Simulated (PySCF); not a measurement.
**Radial density of Tb (terbium, neutral)**

BHandHLYP, [Xe] 4f9 6s1 6p1, one real determinant (an excited configuration). Calculation: PySCF 2.14, in ANO-RCC-VTZP (8s7p5d3f2g1h, 104 functions); the spin-free X2C one-electron Hamiltonian (Gaussian nucleus).

| r (bohr) | 4πr²ρ (e/bohr) | 4πr²(ρα − ρβ) |
| --- | --- | --- |
| 0.0199 | 82.52 | 0.0042 |
| 0.0334 | 78.71 | 0.0098 |
| 0.0562 | 111.4 | 0.0173 |
| 0.0945 | 97.22 | 0.0242 |
| 0.159 | 97.44 | 0.3548 |
| 0.267 | 67.88 | 2.1130 |
| 0.450 | 50.07 | 5.6378 |
| 0.756 | 30.36 | 5.1056 |
| 1.27 | 11.26 | 1.8846 |
| 2.14 | 2.897 | 0.2446 |
| 3.60 | 0.7032 | 0.6052 |
| 6.05 | 0.2200 | 0.2195 |
| 10.2 | 0.003302 | 0.0033 |

Densities and radii are taken from the X2C orbitals without a picture-change correction, which distorts them close to the nucleus.

⟨L²⟩ = 26.04 against 42 for a pure I term, so this real determinant mixes terms. Spin-orbit coupling, absent here, splits the open shell strongly.
